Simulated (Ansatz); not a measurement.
Input for Ansatz (a program for electronic structure): U-PBE/def2-TZVPP on CH5OSb (SMILES C[O][SbH2]), a point of a bond scan (R = 1.480 Å). Elements past Kr take the def2 small-core potentials; no spin–orbit coupling.

Ansatz 0.2 input:
```yaml
crystal:
  periodic: [false, false, false]
  atoms:
    - {symbol: Sb, position_ang: [-0.39157453, 0.27290890, 0.37968144]}
    - {symbol: H, position_ang: [-1.52742713, -0.68889881, -0.50198031]}
    - {symbol: H, position_ang: [-0.42292795, 1.44227964, -0.89474065]}
    - {symbol: O, position_ang: [1.21630374, -0.67902950, -0.26409632]}
    - {symbol: C, position_ang: [1.33907823, -0.99600193, -1.63877811]}
    - {symbol: H, position_ang: [1.33510064, 0.21888742, -2.48474042]}
    - {symbol: H, position_ang: [2.29029061, -1.51456926, -1.77765726]}
    - {symbol: H, position_ang: [0.52933451, -1.65283392, -1.97851940]}
basis:
  gaussian:
    orbitals: def2-TZVPP
hamiltonian:
  xc: {name: PBE}
magnetization: {spin_polarized: true, initial_magnetization: 0}
```

The log:

```
WARN ansatz: RAYON_NUM_THREADS=1 ignored (pool sized by the plan → 1); use --threads N
Functional definition: PBE
integrals: 0.08 GiB planned
1009 factors; their error is unknown
mean field: 0.80 GiB planned
mean field evaluation 1: about -9690.0630 eV, gradient 4.6e1 eV
mean field evaluation 2: about -9572.4743 eV, gradient 1.5e2 eV
mean field evaluation 4: about -9697.7595 eV, gradient 1.9e1 eV
mean field evaluation 8: about -9699.0996 eV, gradient 1.0e-1 eV
mean field evaluation 16: about -9699.0781 eV, gradient 9.4e-3 eV
mean field -9699.07808575 eV, -356.4345453801 hartree, gradient 4.5e-5 eV, S^2 0.000000; 0 other end points of the search recorded, 0 dependent functions left out
reference -9699.07812773 eV, -356.4345469226 hartree; 21, 21 occupied and 161, 161 virtual orbitals, 1009 factors
Total energy: -9699.07812773 eV, -356.4345469226 hartree
```

The calculation finished and met its thresholds.

Cost: about 4 core-seconds (a rough figure).
